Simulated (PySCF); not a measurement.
**Electronic absorption of C4H5ClF2Si**

C₄H₅ClF₂Si.
SMILES: `FC(F)C1=C[SiH2][C@H]1Cl`

The calculation used TDDFT wB97X-D/def2-SVPD, vertical, gas phase, core orbitals frozen in the response in PySCF. The structure is a single GFN2-xTB conformer in the gas phase; no vibrational or solvent corrections. Torsions of this conformer, `[F:1][CH:2]([F:3])[C:4]1=[CH:5][SiH2:6][C@H:7]1[Cl:8]`: F1–C2–C4–C5 116°.

```csv
state,E (eV),E (kJ/mol),λ (nm),f,"main configurations (H = HOMO, L = LUMO)"
S1,5.81,560,213.6,0.0014,H→L (93%)
S2,6.29,607,197.0,0.0043,"H-2→L (55%), H-3→L (20%), H-1→L (19%)"
S3,6.69,645,185.4,0.026,"H→L+1 (44%), H-1→L (31%), H-2→L (13%)"
S4,6.91,666,179.5,0.131,"H-1→L (30%), H-3→L (23%), H→L+1 (22%)"
S5,7.04,679,176.1,0.016,"H→L+2 (52%), H→L+3 (18%), H-3→L (9%)"
S6,7.10,685,174.6,0.120,"H-3→L (34%), H-2→L (19%), H→L+1 (17%)"
S7,7.22,697,171.6,0.035,"H-1→L+1 (71%), H-2→L+1 (12%)"
S8,7.48,722,165.7,0.010,H-2→L+1 (58%)
```

Triplets (Tamm–Dancoff): T1 4.36 eV, H-1→L (62%), H-2→L (20%), H→L (10%); T2 5.58 eV, H→L (70%), H-1→L (12%); T3 5.83 eV, H-2→L (52%), H-3→L (28%), H-1→L (8%).

The lowest singlet comes at 214 nm (560 kJ/mol) in the ultraviolet; it is very weak; its leading configuration is HOMO→LUMO (93%). The most intense listed level is S4 at 6.91 eV (179 nm, f = 0.131), 1.10 eV above S1. Löwdin shares by element: HOMO chlorine 48%, carbon 26% or more, silicon 12%; LUMO carbon 60% or more, silicon 8%, chlorine 7% (atoms not listed hold the other 25%). The listed states span 1.68 eV, and the widest gap between neighbours is 0.49 eV (S1 to S2). Orbital energies (eV): HOMO-3 -11.38, HOMO-2 -10.57, HOMO-1 -10.37, HOMO -9.88, LUMO 0.56, LUMO+1 1.19, LUMO+2 1.99. The oscillator strengths of these states sum to 0.344; summed over the whole spectrum of an exact calculation they would give the number of electrons, 78 (Thomas–Reiche–Kuhn). No computed singlet lies in the visible range (380 to 750 nm); the lowest, at 214 nm, stands 2.54 eV above its violet end (3.26 eV). Only the lowest 8 singlets were computed, as vertical energies without vibronic structure.
